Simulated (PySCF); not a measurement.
Excitations are Tamm–Dancoff values on a coarser integration grid. The basis has no diffuse functions, so Rydberg states are missing or too high.

Z-matrix (Å, degrees):
```
C
H 1 1.0895
H 1 1.0937 2 109.51
H 1 1.0964 2 108.38 3 114.98
B 1 1.5521 2 113.32 4 120.92
Cl 5 1.7497 1 121.98 2 -8.22
Cl 5 1.7524 1 120.45 2 172.64
```
Charge 0, spin multiplicity 1.

Give the T1 excitation (TDA), HOMO and brightest of the four lowest singlets (TDA) at the level PBE0-D4/def2-TZVP run with PySCF.


```yaml
T1 excitation (TDA): 5.76 eV
HOMO: -8.94 eV
brightest of the four lowest singlets (TDA): 7.25 eV
```
